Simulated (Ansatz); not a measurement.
C₂H₄BClS, SMILES `BSC(=C)Cl`. Total charge 0; spin multiplicity 1. The geometry is a stationary point of PBE0-D4/def2-TZVP. It is one conformer, not always the lowest.

```xyz
9

B     0.084   -0.711    2.023
S     0.960   -0.233    0.581
C    -0.177    0.251   -0.683
C     0.296    0.634   -1.862
Cl   -1.865    0.223   -0.373
H     0.805   -1.049    2.910
H    -1.100   -0.699    2.103
H     1.364    0.645   -2.040
H    -0.367    0.939   -2.660
```

(1) What is the dipole moment at r2SCAN/def2-TZVPP? (Estimate.)

(2) And with PBE, B3LYP, ωB97M-V? (An estimate is asked.)

(3) Give the Mulliken charges with r2SCAN, PBE, B3LYP in def2-TZVPP. (Estimate.)

Answers

(1) Computed: 1.17 D, with components (0.37, 0.34, -1.06) D in this frame, pointing from negative to positive charge.

(2) Computed: PBE 1.27 D, B3LYP 1.16 D, ωB97M-V 1.13 D.

(3) The calculation gave: 
```tsv
atom	r2SCAN	PBE	B3LYP
B1	-0.09	-0.11	-0.12
S2	-0.01	-0.02	-0.02
C3	0.12	0.10	0.09
C4	-0.20	-0.21	-0.23
Cl5	-0.08	-0.06	-0.07
H6	0.02	0.03	0.05
H7	0.04	0.05	0.07
H8	0.09	0.10	0.11
H9	0.10	0.11	0.12
```

B3LYP here is the variant with VWN-RPA as its local correlation; programs differ in this.
